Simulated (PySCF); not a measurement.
A compound of formula C4H18O15Si10 has these computed shifts in ppm, with the number of atoms in brackets (GIAO KT3/pcSseg-1, gas phase, PySCF SCF with an in-house response code, fitting set def2-universal-JFIT, grid level 2, non-relativistic, on the GFN2-xTB geometry; 13C, 1H, 29Si against isolated TMS; 17O against isolated H2O).

1H: 5.74 (1), 4.30 (1), 4.29 (1), 4.21 (1), 4.13 (1), 4.12 (1), 0.20 (3), 0.14 (3), 0.09 (3), 0.09 (3)
13C: -1.8 (1), -1.8 (1), -1.9 (1), -2.6 (1)
17O: 131.8 (1), 122.7 (1), 122.6 (1), 122.1 (1), 122.0 (1), 121.9 (1), 121.5 (1), 121.4 (1), 120.5 (1), 119.5 (1), 118.3 (1), 117.5 (1), 117.1 (1), 115.6 (1), 114.2 (1)
29Si: -63.4 (1), -70.5 (1), -75.2 (1), -75.8 (1), -75.9 (1), -78.9 (1), -79.3 (1), -90.4 (1), -90.9 (1), -96.4 (1)

Question: Which structure gave them?

Answer: C[Si@@]12O[Si@@H]3O[Si@H]4O[Si@@H]5O[Si@H]6O[Si@@H](O3)O[Si@@](C)(O1)O[Si@](C)(O6)O[Si@](C)(O5)O[Si@H](O4)O2. Other isomers were not compared.
